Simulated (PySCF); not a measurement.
C2H5ClFNSi. Atoms are numbered in the order given.

```xyz
11

C     -3.3256    -0.4723     0.0439
N     -1.9823    -0.4216    -0.4564
C     -1.0177    -0.2821     0.3582
Si     0.6944    -0.2086    -0.3857
F      1.5706    -1.4632     0.1474
Cl     1.6291     1.4980     0.2834
H     -3.4001    -0.3819     1.1454
H     -3.7909    -1.4189    -0.2752
H     -3.9138     0.3318    -0.4270
H     -1.1810    -0.1941     1.4562
H      0.6693    -0.2365    -1.8622
```

The structure is a stationary point at PBE0-D3(BJ)/def2-SVP. The structure was generated by enumeration; whether it is a known compound was not checked. Other conformers were not sampled.

Level of theory: PySCF 2.14.0 with TDA-B3LYP/def2-SVPD.

Vertical excitations. The molecule is in vacuum.

```json
[
 {"state": "S1", "energy (eV)": "4.34", "λ (nm)": "286", "f": "0.005", "main pairs": "HOMO→LUMO 99 %"},
 {"state": "S2", "energy (eV)": "6.32", "λ (nm)": "196", "f": "0.014", "main pairs": "HOMO−2→LUMO 59 %, HOMO−1→LUMO 35 %"},
 {"state": "S3", "energy (eV)": "6.77", "λ (nm)": "183", "f": "0.074", "main pairs": "HOMO→LUMO+1 32 %, HOMO→LUMO+2 19 %, HOMO−2→LUMO 18 %, HOMO−1→LUMO 16 %"},
 {"state": "S4", "energy (eV)": "6.91", "λ (nm)": "179", "f": "0.034", "main pairs": "HOMO−3→LUMO 43 %, HOMO→LUMO+1 38 %, HOMO−2→LUMO 7 %"},
 {"state": "S5", "energy (eV)": "6.98", "λ (nm)": "178", "f": "0.071", "main pairs": "HOMO→LUMO+2 68 %, HOMO→LUMO+1 25 %"},
 {"state": "S6", "energy (eV)": "7.15", "λ (nm)": "173", "f": "0.003", "main pairs": "HOMO→LUMO+3 91 %"},
 {"state": "S7", "energy (eV)": "7.33", "λ (nm)": "169", "f": "0.060", "main pairs": "HOMO−4→LUMO 76 %, HOMO−1→LUMO 12 %"},
 {"state": "S8", "energy (eV)": "7.55", "λ (nm)": "164", "f": "0.157", "main pairs": "HOMO→LUMO+5 25 %, HOMO−3→LUMO 21 %, HOMO−4→LUMO 14 %, HOMO−1→LUMO 13 %"},
 {"state": "S9", "energy (eV)": "7.70", "λ (nm)": "161", "f": "0.080", "main pairs": "HOMO→LUMO+4 92 %"},
 {"state": "S10", "energy (eV)": "7.85", "λ (nm)": "158", "f": "0.031", "main pairs": "HOMO−5→LUMO 78 %, HOMO→LUMO+5 16 %"},
 {"state": "T1", "energy (eV)": "3.47", "λ (nm)": "357", "f": "0", "main pairs": "HOMO→LUMO 97 %"},
 {"state": "T2", "energy (eV)": "4.61", "λ (nm)": "269", "f": "0", "main pairs": "HOMO−1→LUMO 63 %, HOMO−2→LUMO 17 %, HOMO−3→LUMO 12 %"},
 {"state": "T3", "energy (eV)": "5.99", "λ (nm)": "207", "f": "0", "main pairs": "HOMO−2→LUMO 55 %, HOMO−1→LUMO 23 %, HOMO−4→LUMO 11 %"},
 {"state": "T4", "energy (eV)": "6.61", "λ (nm)": "188", "f": "0", "main pairs": "HOMO→LUMO+2 57 %, HOMO→LUMO+1 36 %"}
]
```
Triplets are in the Tamm–Dancoff approximation.
